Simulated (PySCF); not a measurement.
`OCC[C@@H](F)Br`, C$_{3}$H$_{6}$BrFO

Molfile (atoms numbered from 1):
```
C3H6BrFO
     RDKit          3D

 12 11  0  0  0  0  0  0  0  0999 V2000
   -2.0521   -0.0388    0.8336 O   0  0  0  0  0  0  0  0  0  0  0  0
   -0.9919    0.3884    0.0116 C   0  0  0  0  0  0  0  0  0  0  0  0
    0.2007   -0.5144    0.3288 C   0  0  0  0  0  0  0  0  0  0  0  0
    1.4827   -0.2480   -0.4533 C   0  0  1  0  0  0  0  0  0  0  0  0
    1.8374   -1.3455   -1.1666 F   0  0  0  0  0  0  0  0  0  0  0  0
    1.3712    1.2302   -1.7485 Br  0  0  0  0  0  0  0  0  0  0  0  0
   -2.8322    0.4920    0.6445 H   0  0  0  0  0  0  0  0  0  0  0  0
   -0.7376    1.4375    0.2208 H   0  0  0  0  0  0  0  0  0  0  0  0
   -1.2616    0.2990   -1.0497 H   0  0  0  0  0  0  0  0  0  0  0  0
    0.4032   -0.4316    1.3979 H   0  0  0  0  0  0  0  0  0  0  0  0
   -0.1037   -1.5448    0.1294 H   0  0  0  0  0  0  0  0  0  0  0  0
    2.3319    0.0039    0.1901 H   0  0  0  0  0  0  0  0  0  0  0  0
  1  2  1  0
  2  3  1  0
  3  4  1  0
  4  5  1  0
  4  6  1  0
  1  7  1  0
  2  8  1  0
  2  9  1  0
  3 10  1  0
  3 11  1  0
  4 12  1  1
M  END
```

Computed with GIAO CAM-B3LYP/pcSseg-1 magnetisability, rotational g tensor and spin-rotation constants, non-relativistic, gas phase in PySCF 2.14.0. Geometry: GFN2-xTB, dihedral held. The dihedral C2–C3–C4–Br6 is held at 0°.

The calculation is non-relativistic, which matters for the atoms heavier than Zn.

Task: What are the magnetisability and the molar susceptibility?

Result: Isotropic -1205 × 10⁻³⁰ J/T², or -72.6 × 10⁻⁶ cm³/mol; principal values -1291, -1208, -1116 × 10⁻³⁰ J/T², anisotropy 152 × 10⁻³⁰ J/T² (root of half the summed squared differences of the principal values). The susceptibility is in cgs units.

Task: Split it along the inertial axes a, b, c into diamagnetic and paramagnetic parts about the centre of mass, with the quadrupole moment.

Result: 
```
axis  χ (10⁻⁶ cm³/mol)  diamagnetic (10⁻⁶ cm³/mol)  paramagnetic (10⁻⁶ cm³/mol)  summed x² of all electrons (Å²)  quadrupole Θ (D Å)
   a             -76.7                      -423.2                        346.5                            206.5               -5.13
   b             -72.7                      -956.5                        883.7                             80.7               +2.72
   c             -68.3                     -1218.4                       1150.1                             19.0               +2.40
```
Anisotropies 2χaa − χbb − χcc = -12.3 and 2χbb − χaa − χcc = -0.5 × 10⁻⁶ cm³/mol. Θ is traceless in Buckingham's convention.

Task: And the rotational g tensor?

Result: 
| axis | rotational constant (GHz) | g | nuclear part | electronic part |
| --- | --- | --- | --- | --- |
| a | 3.3176 | -0.0095 | 0.5305 | -0.5400 |
| b | 1.2893 | -0.0089 | 0.5264 | -0.5353 |
| c | 0.9746 | -0.0086 | 0.5180 | -0.5266 |

Asymmetric top; isotopes 79Br, 12C, 19F, 1H, 16O; no vibrational averaging.
